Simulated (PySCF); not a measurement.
Al(Et)(OH)2, SMILES [OH][Al]([CH2]C)[OH] (C2H7AlO2) at its PBE0/def2-SVP optimised geometry (Å):

```
12

Al     0.2954     0.1674     0.0000
C     -0.6281    -1.5452    -0.0031
C     -2.1550    -1.5009     0.0513
H     -0.2242    -2.1332     0.8416
H     -0.2869    -2.0923    -0.9017
H     -2.5791    -0.9472    -0.8009
H     -2.5173    -0.9970     0.9612
H     -2.5997    -2.5101     0.0389
O      2.0004     0.1674     0.0000
H      2.5997     0.9134     0.0028
O     -0.6258     1.6015     0.0000
H     -0.3262     2.5101    -0.0048
```

Method: PBE0/def2-TZVP (PySCF). Cells within 0.4 Å of a nucleus heavier than hydrogen are left out (blank, or x).

Map of the Laplacian of the electron density (e/bohr⁵), clipped to [-1.50, 1.50] on the plane z = 0.0 Å:

```
|5555555555555555555555555555555|
|5555555555555555555555555555555|
|5555555555555555555555555555555|
|5555555555555555555555555555555|
|5555555555555555555555555555555|
|5555555555555555555555555555555|
|5555555555555555555555555555555|
|5555555555555515555555555555555|
|5555555555556505555555555555555|
|5555555555566016555555555555555|
|555555555556xxx6555555555555555|
|5555555555562xx5555555555555555|
|5555555555556655555556305555555|
|5555555555555569995564125555555|
|555555555555559xx975xxx65555555|
|555555555555559xx976xxx65555555|
|5555555555555559995664665555555|
|5555555555555445555556555555555|
|5555555545554334555555555555555|
|55555555xx235xx5555555555555555|
|55555554xx23xxx5555555555555555|
|5555555313555545555555555555555|
|5555555025555555555555555555555|
|5555555045555555555555555555555|
|5555555555555555555555555555555|
|5555555555555555555555555555555|
|5555555555555555555555555555555|
|5555555555555555555555555555555|
|5555555555555555555555555555555|
|5555555555555555555555555555555|
|5555555555555555555555555555555|
```
Scale: ten equal steps from -1.50 (start of '0') to 1.50 (end of '9'), in the order '0123456789'; x runs from -5.00 to 5.00, y from -5.00 (bottom) to 5.00 (top).
